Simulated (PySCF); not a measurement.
**[Mg7H27Se6N5]2-: Orbital levels and atomic charges**

System: [Mg7H27Se6N5]2-.

Cartesian coordinates (Å):
```
  1 Mg   -1.439   -2.115   -1.968
  2 Mg    0.773   -1.236    1.829
  3 Mg    1.309    0.519   -1.931
  4 Mg    0.026    6.117    1.389
  5 Mg    0.423    2.615    1.175
  6 Mg    2.726   -2.797   -1.420
  7 Mg    3.649    2.188    1.730
  8 Se    0.862   -1.834   -2.673
  9 Se   -1.535   -1.473    0.499
 10 Se    1.713    0.683    0.535
 11 Se    2.072   -3.349    0.961
 12 Se   -1.219    4.039   -0.059
 13 Se    1.884    4.330    2.289
 14 H    -2.449   -2.430    1.113
 15 H    -2.311    3.801    0.870
 16 H     0.822   -4.018    0.624
 17 H     1.515    4.124    3.681
 18 N    -1.074    1.809    3.001
 19 H    -1.992    1.686    2.581
 20 H    -0.746    0.888    3.268
 21 H    -1.191    2.350    3.845
 22 N    -1.002   -4.610   -1.755
 23 H    -1.022   -5.351   -2.440
 24 H    -0.356   -3.894   -2.091
 25 H    -0.606   -4.976   -0.901
 26 N    -3.378    1.099    1.182
 27 H    -3.166    1.749    0.436
 28 H    -2.835    0.241    0.991
 29 H    -4.358    0.864    1.133
 30 N    -1.247    1.217   -1.762
 31 H    -1.890    1.220   -2.543
 32 H    -1.619    0.576   -1.069
 33 H    -1.290    2.152   -1.335
 34 N     1.905   -4.894   -3.218
 35 H     1.529   -3.940   -3.297
 36 H     2.120   -5.215   -4.150
 37 H     1.162   -5.470   -2.848
 38 H     1.828    1.641   -3.057
 39 H     0.755    7.084    0.260
 40 H    -2.833   -2.148   -2.911
 41 H     4.324   -2.913   -1.901
 42 H     0.499   -1.256    3.491
 43 H     4.008    1.545    3.221
 44 H     4.643    2.841    0.584
 45 H    -0.991    6.541    2.644
```

Method: PBE/def2-SVP, gas phase, PySCF, fitting set def2-universal-JFIT, grid level 1.

The bonding changed from the starting structure during the optimisation; the coordinates given are those used. Spin-orbit coupling is left out, which matters for the heavier atoms here. The highest orbital of this anion is unbound in the gas phase, so values hang on the basis.

(1) Give the orbital energies near the gap.

(2) Give the partial charges of the non-hydrogen atoms.

## Answers

(1) 
| orbital | eV |
| --- | --- |
| HOMO-4 | -0.57 |
| HOMO-3 | -0.21 |
| HOMO-2 | -0.16 |
| HOMO-1 | 0.14 |
| HOMO | 0.49 |
| LUMO | 3.21 |
| LUMO+1 | 3.49 |
| LUMO+2 | 3.67 |
| LUMO+3 | 3.85 |

(2) 
```
atom  Mulliken    IAO  Hirshfeld
 Mg1      0.00   1.29       0.21
 Mg2      0.16   1.29       0.19
 Mg3      0.29   1.27       0.22
 Mg4     -0.19   1.20       0.11
 Mg5      0.56   1.39       0.30
 Mg6      0.10   1.27       0.23
 Mg7     -0.16   1.19       0.13
 Se8     -0.66  -1.40      -0.32
 Se9     -0.35  -0.73      -0.10
Se10     -0.67  -1.43      -0.24
Se11     -0.29  -0.77      -0.18
Se12     -0.35  -0.73      -0.14
Se13     -0.22  -0.79      -0.08
 N18     -0.15  -0.78      -0.21
 N22     -0.14  -0.74      -0.22
 N26     -0.21  -0.71      -0.26
 N30     -0.15  -0.76      -0.21
 N34     -0.15  -0.75      -0.26
```
